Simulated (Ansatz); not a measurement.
Born–Oppenheimer molecular dynamics of AlF$_{4}$H$_{3}$OSi (10 atoms, charge 0, multiplicity 1). It starts at the highest image of a converged band, a first-order saddle point between two minima.

The calculation used Ansatz 0.2.0, RKS PBE-D4/def2-SVP.

| Property | Result |
| --- | --- |
| ensemble | NVE (velocity Verlet) |
| time step | 0.5 fs |
| steps asked | 200 |
| starting velocities drawn for | 100 K |
| seed | 5110 |

First frame:

```xyz
10
Properties=species:S:1:pos:R:3
Si -0.373 -0.049 -0.320
F -0.161 0.656 2.271
F 0.925 -0.900 0.084
F -0.022 1.511 -0.449
F -0.808 -0.543 -1.818
O -1.724 -0.373 0.568
Al -3.144 -1.221 -0.070
H -2.966 -2.761 -0.409
H -4.475 -0.360 -0.128
H -1.008 0.301 2.030
```

Question: How far do the bonds stretch over the last three quarters of this one trajectory? (Pairs bonded in most of those frames.)

Answer: 
```json
{"bond": "Si1–F3", "mean (Å)": "1.607", "spread (Å)": "0.009", "shortest": "1.59", "longest": "1.62"}
{"bond": "Si1–F4", "mean (Å)": "1.609", "spread (Å)": "0.018", "shortest": "1.58", "longest": "1.64"}
{"bond": "Si1–F5", "mean (Å)": "1.638", "spread (Å)": "0.018", "shortest": "1.61", "longest": "1.67"}
{"bond": "Si1–O6", "mean (Å)": "1.651", "spread (Å)": "0.023", "shortest": "1.61", "longest": "1.70"}
{"bond": "F2–H10", "mean (Å)": "0.952", "spread (Å)": "0.013", "shortest": "0.93", "longest": "0.97"}
{"bond": "O6–Al7", "mean (Å)": "1.768", "spread (Å)": "0.016", "shortest": "1.74", "longest": "1.80"}
{"bond": "Al7–H8", "mean (Å)": "1.587", "spread (Å)": "0.009", "shortest": "1.57", "longest": "1.60"}
{"bond": "Al7–H9", "mean (Å)": "1.590", "spread (Å)": "0.022", "shortest": "1.56", "longest": "1.62"}
```

Mean temperature of the second half: 51 K. The conserved energy stayed within 0.033 meV per atom of its start (net change 0.027 meV per atom), so the integration is sound. A run of 0.1 ps of so small a system gives no equilibrium averages. The orbitals stay closed-shell, which can raise the energy where a bond breaks towards radicals; this wasn't checked here.

The run took 3.8 min on 4 threads of AMD EPYC 7R43 64-Core Processor (Zen 3), on a shared host, peak memory 0.19 GiB.
